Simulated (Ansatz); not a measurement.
Geometry optimisation, Ansatz, RKS PBE-D4/STO-3G.

The input (input.yaml):

```yaml
crystal:
  periodic: [false, false, false]
  atoms:
    - { symbol: S, position_ang: [-0.4392, 2.5044, 0.701] }
    - { symbol: B, position_ang: [0.2915, 0.8465, 0.4965] }
    - { symbol: O, position_ang: [0.8917, 0.1797, -0.7118] }
    - { symbol: Si, position_ang: [0.4058, -1.3136, -0.3111] }
    - { symbol: O, position_ang: [-0.096, -0.4989, 1.0472] }
    - { symbol: H, position_ang: [-1.5969, 2.1959, -0.0957] }
    - { symbol: H, position_ang: [1.4316, -2.2954, -0.051] }
    - { symbol: H, position_ang: [-0.7963, -1.6758, -1.1309] }
basis:
  gaussian: { orbitals: STO-3G }
hamiltonian:
  xc: pbe
  dispersion: d4
relax:
  f_tol: 0.02
  max_steps: 40
scf:
  lower_state_search: "off"
output:
  orbitals: {}
```

Command:

```bash
$ ansatz run input.yaml --threads 1 --pin off --max-ram 2048MiB --backend cpu --events-out ev --progress --plain --runs-dir out
```

Where does it end, and by what steps?

The run converged. Limits of this set-up: minimal basis. After 11 steps the energy has fallen by 2.110 eV; H6 moved furthest, 1.28 Å.

```
step  energy less start (eV)  largest force component (eV/Å)  accepted
   0                  0.0000                           7.081       yes
   1                 -1.3407                           3.020       yes
   2                 -1.5966                           1.705       yes
   3                 -1.6865                           0.649       yes
   4                 -1.7440                           0.549       yes
   5                 -1.8013                           0.982       yes
   6                 -1.9265                           0.599       yes
   7                 -2.0326                           0.478       yes
   8                 -2.0961                           0.244       yes
   9                 -2.1092                           0.038       yes
  10                 -2.1093                           0.032       yes
  11                 -2.1096                           0.005       yes
```

```xyz
8
Properties=species:S:1:pos:R:3
S -0.756 2.228 0.989
B -0.243 0.626 0.392
O 0.236 0.324 -0.927
Si 0.375 -1.330 -0.310
O -0.245 -0.579 1.168
H -0.502 2.848 -0.206
H 1.736 -1.860 -0.226
H -0.509 -2.314 -0.936
```

Whether the end is a true minimum wasn't checked by a vibrational analysis.

The run took 7.5 s on 1 thread of AMD EPYC 9R45 96-Core Processor (Zen 5), with other jobs on the host, peak memory 0.15 GiB.
